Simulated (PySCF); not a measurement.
Predicted microwave data (PBE0-D3(BJ)/def2-SVP geometry optimisation, gas phase (PySCF 2.14.0)) for one isomer of C9H20:

- Rotational constants: A = 1485, B = 1289, C = 994.5 MHz
- Dipole components: |μa| = 0.10 D, |μb| = 0.03 D, |μc| = 0.00 D
- Inertial defect: -224.27 u·Å²
- κ: 0.20

Question: Which candidate fits, each taken in the one conformer that was computed?
A. `[CH3:1][CH2:2][C:3]([CH2:4][CH3:5])([CH2:6][CH3:7])[CH2:8][CH3:9]` with C1–C2–C3–C4 180°, C2–C3–C4–C5 180°, C2–C3–C6–C7 60°, C2–C3–C8–C9 -59°
B. `[CH3:1][CH2:2][CH2:3][CH2:4][CH2:5][CH2:6][CH2:7][CH2:8][CH3:9]` with C1–C2–C3–C4 180°, C2–C3–C4–C5 180°, C3–C4–C5–C6 180°, C4–C5–C6–C7 180°, C5–C6–C7–C8 177°
C. `[CH3:1][CH2:2][CH:3]([CH:4]([CH3:5])[CH3:6])[CH:7]([CH3:8])[CH3:9]` with C1–C2–C3–C4 162°, C2–C3–C4–C5 40°, C2–C3–C7–C8 -72°
D. `[CH3:1][CH2:2][C@@H:3]([CH3:4])[C@H:5]([CH3:6])[CH:7]([CH3:8])[CH3:9]` with C1–C2–C3–C4 178°, C2–C3–C5–C6 -59°, C3–C5–C7–C8 -50°

Answer: C. It is CCC(C(C)C)C(C)C, an asymmetric top, point group C1. The candidates at the same level (rigid rotor, commonest isotopes):

```tsv
SMILES	A (MHz)	B (MHz)	C (MHz)	μa (D)	μb (D)	μc (D)	Δ (u·Å²)	point group	rotor
CCC(CC)(CC)CC	1515	1515	956.3	0.00	0.00	0.00	-138.70	D2d	oblate symmetric top
CC[C@@H](C)[C@H](C)C(C)C	2061	992.2	923.4	0.03	0.04	0.02	-207.26	C1	asymmetric top
CCC(C(C)C)C(C)C	1485	1289	994.5	0.10	0.03	0.00	-224.27	C1	asymmetric top
CCCCCCCCC	6519	377.8	368.3	0.03	0.01	0.03	-43.34	C1	near-prolate asymmetric top
```

`CCC(CC)(CC)CC` has B 18 % too high; `CCCCCCCCC` has A 339 % too high; `CC[C@@H](C)[C@H](C)C(C)C` has A 39 % too high. No structure here is proved a minimum.
